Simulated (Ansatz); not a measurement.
```yaml
crystal:
  periodic: [false, false, false]
  atoms:
    - {symbol: C, position_ang: [2.000322, 0.528512, -0.169434]}
    - {symbol: C, position_ang: [0.776567, -0.217919, 0.323905]}
    - {symbol: C, position_ang: [0.122421, -1.110247, -0.680239]}
    - {symbol: C, position_ang: [-1.202353, -1.056796, -0.775052]}
    - {symbol: C, position_ang: [-1.900159, -0.110729, 0.141663]}
    - {symbol: S, position_ang: [-0.566274, 0.919543, 0.778765]}
    - {symbol: O, position_ang: [-0.474122, 2.094254, -0.045068]}
    - {symbol: O, position_ang: [-0.655235, 1.050519, 2.206954]}
    - {symbol: H, position_ang: [2.394268, 1.191214, 0.602386]}
    - {symbol: H, position_ang: [1.757648, 1.129165, -1.046043]}
    - {symbol: H, position_ang: [2.781461, -0.187511, -0.434635]}
    - {symbol: H, position_ang: [1.003525, -0.763373, 1.246210]}
    - {symbol: H, position_ang: [0.733144, -1.753329, -1.304383]}
    - {symbol: H, position_ang: [-1.768875, -1.653394, -1.480144]}
    - {symbol: H, position_ang: [-2.619997, 0.542991, -0.354575]}
    - {symbol: H, position_ang: [-2.382340, -0.602901, 0.989690]}
basis:
  gaussian: {orbitals: pcseg-2, nuclear_model: gaussian, point_charges: [{charge: 0.50, position_ang: [5.979, -0.947, -0.024]}]}
hamiltonian: {xc: {name: M06-2X}, dispersion: d4}
output: {forces: true}
```

```sh
$ ansatz run in.yaml --threads 2 --pin off --events-out ev --progress --plain --max-ram 20480MiB --backend cuda --devices 0, --max-vram 18GiB
```

Output, abridged:

```
Error: YAML parse error: error: line 22 column 19: hamiltonian.xc: no functional is named "M06-2X"; the names, which are not case-sensitive, are SVWN5, SPW92, PBE, PBE0, PBEsol, revPBE, revPBE0, RPBE, rPW86-PBE, HSE06, wPBEh, LC-wPBE, HISS, HF, BLYP, B3LYP, B3LYP5, BHLYP, CAM-B3LYP, r2SCAN, r2SCANh, r2SCAN0, r2SCAN50, m-r2SCAN, B97, wB97, wB97X, wB97X-V, B97M-V, wB97M-V, B2PLYP, B2GP-PLYP, PBE0-DH, PBE-QIDH
20 | basis:
21 |   gaussian: {orbitals: pcseg-2, nuclear_model: gaussian, point_charges: [{charge: 0…
22 | hamiltonian: {xc: {name: M06-2X}, dispersion: d4}
23 | output: {forces: true}
```

Q: Something in this input is off. What?

A: The method's name isn't one that the program takes here. The input was rejected before any iteration.

HSE06 is defined as in plane-wave codes.
